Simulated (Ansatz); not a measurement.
Species: AlH$_{3}$Se, charge 0, singlet. AlH3Se (SMILES [AlH2][SeH]).
B3LYP-D3(BJ)/def2-TZVP minimum from Ansatz (an electronic-structure program):
```xyz
5

Al     0.3606     0.0278    -1.5580
H     -0.7087    -0.5588    -2.5519
H      1.7458     0.6326    -1.9966
Se    -0.1998    -0.0303     0.6970
H      1.0679     0.5960     1.1059
```

Total energies in def2-TZVPP, 12 correlated electrons, 19 frozen orbitals. Radicals and triplets start from unrestricted determinants; spin-orbit coupling is neglected. Correlated methods leave the cores frozen (noble-gas shells, and filled d and f shells in the p block). No relativity.

```tsv
method	program	energy (Eh)	minus CCSDT(Q) (mEh)
HF	Ansatz	-2643.54888	285.61
MP2	Ansatz	-2643.78904	45.45
CCSD	Ansatz	-2643.82314	11.35
CCSD(T)	Ansatz	-2643.83306	1.43
CCSDT(Q)	Ansatz	-2643.83449	0.00
```

Rough core times of Ansatz's runs on a shared machine: CCSD(T) under 20 s, CCSDT(Q) 20 min.
